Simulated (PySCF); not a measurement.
SiOBr₂, SMILES O=[Si](Br)Br. The structure is a stationary point at PBE-D3(BJ)/def2-SVP.

These are PBE-D3(BJ)/def2-SVP in PySCF values and carry that method's errors.

Harmonic wavenumbers (cm⁻¹): 122, 215, 243, 347, 501, 1187. Rotational constants (GHz): 3.576, 0.9823, 0.7706; symmetry number 2.

**Question.** Work out the zero-point energy and the ideal-gas rigid-rotor harmonic-oscillator thermochemistry at 298.15 K and 1 atm.

**Answer.** ZPE = ½ Σ hcν = ½ × 2616 cm⁻¹ = 15.65 kJ/mol. H − E(el) = 31.68 kJ/mol. Entropy in J/(mol K): translation 175.07, rotation 116.26, vibration 36.51, total 327.83. G − E(el) = -66.06 kJ/mol. Cp = 69.09 J/(mol K). Modes under 150 cm⁻¹ make the vibrational entropy uncertain.
